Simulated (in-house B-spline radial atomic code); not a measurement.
## Ionising Sm VI (Sm5+) with different functionals

Computed with a radial B-spline atomic code at the basis-set limit: four-component Dirac-Coulomb Hamiltonian, Fermi nucleus of rms radius 5.0819 fm, spin-restricted, spherical fractional occupations for the functionals. The ionisation energy is the difference of two self-consistent energies, [Xe] 4f3 → [Kr] 4d10 4f4 5s2 5p4, without Breit or QED terms; ε is the level of the shell that loses the electron (mean over j). The two configurations differ by more than the removed electron. The electron is taken from both j subshells in proportion to 2j + 1, so the result is a j average, not the step between ground levels.

Hybrids are left out here: with spherical fractional occupations of an open shell their exact exchange keeps a self-interaction that integer-occupation calculations don't have.

```csv
method,rung,ΔSCF (eV),-ε(5p) (eV)
LDA VWN5,LDA,96.21,81.33
relativistic LDA,LDA,95.88,81.26
LDA PW92,LDA,96.21,81.32
LDA exchange-only,LDA,94.81,79.62
PBE,GGA,96.05,81.11
PBEsol,GGA,96.10,81.14
BLYP,GGA,95.88,80.88
RPBE,GGA,96.03,81.07
PW91,GGA,96.13,81.19
BP86,GGA,96.20,81.22
AM05,GGA,96.05,81.15
OLYP,GGA,95.84,81.34
```

Problem. How do they compare with the NIST value?

Solution. NIST lists 87 eV ± 4 (tabulated theory, ground level to ground level). Errors run from +7.81 to +9.21 eV. The correlated functionals all miss on the same side by more than they spread, so the cause is common to them (Breit-QED terms, spin polarisation, the choice among j levels, multiplet and fine-structure energies, or a listed next ion that isn't the cheapest removal here) and closeness doesn't rank the functionals.
